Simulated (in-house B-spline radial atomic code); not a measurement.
**Binding energies in Ru IV (Ru3+)**

NIST's tabulated ground configuration is [Kr] 4d5; each binding energy is the energy of the ion with one electron taken from that subshell, relaxed, less that of the parent. Computed with a B-spline radial code for spherical atoms: Dirac-Hartree-Fock, average of configuration, Fermi nucleus of rms radius 4.4809 fm. Energies include first-order Breit, QED and recoil terms.

```csv
subshell,X-ray name,binding energy (eV),-ε (eV),relaxation (eV)
1s,K,22164.8,22286.7,58.6
2s,L1,3278.6,3314.6,29.8
2p1/2,L2,3016.4,3055.2,32.8
2p3/2,L3,2887.4,2923.5,32.0
3s,M1,636.1,647.8,10.7
3p1/2,M2,533.9,545.7,11.0
3p3/2,M3,511.4,522.6,10.7
4s,N1,126.3,128.8,2.3
4p1/2,N2,93.15,95.30,2.05
4p3/2,N3,89.65,91.64,1.93
4d,"N4,5",42.98,44.07,1.10
```

Relaxation = -ε minus the binding energy without Breit, QED and recoil terms.

Emission lines follow as differences of binding energies, with λ = 12398.42 eV·Å / E:

```json
{"line": "K-L3", "holes": "1s → 2p3/2", "energy (eV)": "19277.4", "wavelength (Å)": "0.64316"}
{"line": "K-L2", "holes": "1s → 2p1/2", "energy (eV)": "19148.4", "wavelength (Å)": "0.64749"}
{"line": "K-M3", "holes": "1s → 3p3/2", "energy (eV)": "21653.4", "wavelength (Å)": "0.57259"}
{"line": "L1-M3", "holes": "2s → 3p3/2", "energy (eV)": "2767.2", "wavelength (Å)": "4.4805"}
{"line": "L3-M1", "holes": "2p3/2 → 3s", "energy (eV)": "2251.3", "wavelength (Å)": "5.5072"}
```

(1) What screening constant σ does Moseley's law, E = (3/4)·13.6057 eV·(Z - σ)², need for K-L3?

Moseley's non-relativistic formula needs a falling, then negative, screening constant for heavy elements, because relativity binds the 1s electron more strongly than the formula allows.

(2) What does it cost to remove both a 1s and a 2p3/2 electron?

(3) What does it cost to remove both a 2s and a 4p3/2 electron?

(4) What does it cost to remove two 2s electrons?

## Answers

(1) σ = 0.54.

(2) 25231 eV, which is 178.6 eV more than the two single binding energies together.

(3) 3389.7 eV, which is 21.43 eV more than the two single binding energies together.

(4) 6669.4 eV, which is 112.1 eV more than the two single binding energies together.
